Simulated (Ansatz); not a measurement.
Na9⁺. Charge 1, multiplicity 1. Geometry r2SCAN/def2-SVP; atoms count from 1.

Cartesian coordinates in Å:
```
Na 0.0092 -0.0059 0.0178
Na 0.6896 -3.0489 -0.8404
Na -0.5813 1.9735 -2.4748
Na 2.2120 -0.7274 2.2514
Na -2.6216 -1.0966 -1.5206
Na -2.3004 1.8599 1.2518
Na 1.4264 2.7929 0.8601
Na -1.5246 -1.8100 2.2315
Na 2.6906 0.0626 -1.7768
```

The restricted singlet is unstable towards broken spin symmetry in Hartree–Fock (as tested in another run); at PBE0/def2-TZVP this wasn't settled. Another isomer (singlet) lies 0.11 eV lower at PBE0/def2-TZVP; other spin states weren't run for this one.

Question: Estimate the Mulliken populations from the PBE0/def2-TZVP orbitals of Ansatz.

Answer: 
| atom | charge (e) |
| --- | --- |
| Na1 | 0.48 |
| Na2 | 0.07 |
| Na3 | 0.06 |
| Na4 | 0.07 |
| Na5 | 0.07 |
| Na6 | 0.07 |
| Na7 | 0.06 |
| Na8 | 0.06 |
| Na9 | 0.06 |
Mulliken values and Mayer orders depend strongly on the basis.

Question: And the Mayer bond orders between bonded heavy atoms (over 0.3)?

Answer: Na2–Na9 0.32 (3.82 Å); Na3–Na5 0.32 (3.81 Å); Na3–Na9 0.30 (3.85 Å); Na4–Na7 0.31 (3.87 Å); Na4–Na8 0.31 (3.89 Å); Na6–Na7 0.31 (3.86 Å); Na6–Na8 0.30 (3.88 Å).
